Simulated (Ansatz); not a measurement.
```yaml
crystal:
  periodic: [false, false, false]
  atoms:
    - {symbol: N, position_ang: [-0.224986, 1.211713, -0.248475]}
    - {symbol: B, position_ang: [-0.258451, -0.124994, -0.194201]}
    - {symbol: N, position_ang: [0.594430, -1.069127, 0.486439]}
    - {symbol: Cl, position_ang: [-1.610107, -0.764146, -1.323969]}
    - {symbol: H, position_ang: [-0.704242, 1.908531, -0.648482]}
    - {symbol: H, position_ang: [0.378170, 1.664260, 0.282154]}
    - {symbol: H, position_ang: [0.416991, -2.116744, 0.316991]}
    - {symbol: H, position_ang: [1.284862, -0.840311, 1.160530]}
basis:
  gaussian: {orbitals: def2-mTZVP, point_charges: [{charge: -1.00, position_ang: [5.366, 0.366, 0.581]}]}
hamiltonian: {xc: {name: revPBE}, dispersion: d3bj}
```

```sh
$ ansatz run in.yaml --threads 4 --pin off --events-out ev --progress --plain --max-ram 10444MiB
```

Output, abridged:

```
Functional definition: revPBE
855 factors; their error is unknown
mean field evaluation 1: about -16229.4813 eV, gradient 9.2e1 eV
mean field evaluation 2: about -16197.2130 eV, gradient 1.4e2 eV
mean field evaluation 4: about -16244.7123 eV, gradient 1.2e1 eV
mean field evaluation 8: about -16244.9987 eV, gradient 2.1e-1 eV
mean field evaluation 16: about -16244.9788 eV, gradient 5.0e-5 eV
mean field -16244.97877617 eV, -596.9919587821 hartree, gradient 5.0e-5 eV, S^2 0.000000; 0 other end points of the search recorded, 0 dependent functions left out
reference -16244.97882158 eV, -596.9919604508 hartree; 20, 20 occupied and 71, 71 virtual orbitals, 855 factors
Total energy: -16245.35170841 eV, -597.0056637891 hartree
```

It took 0.5 s on 4 threads of an Arm Neoverse V2 on a shared host, with 0.36 GiB of host memory at the peak.
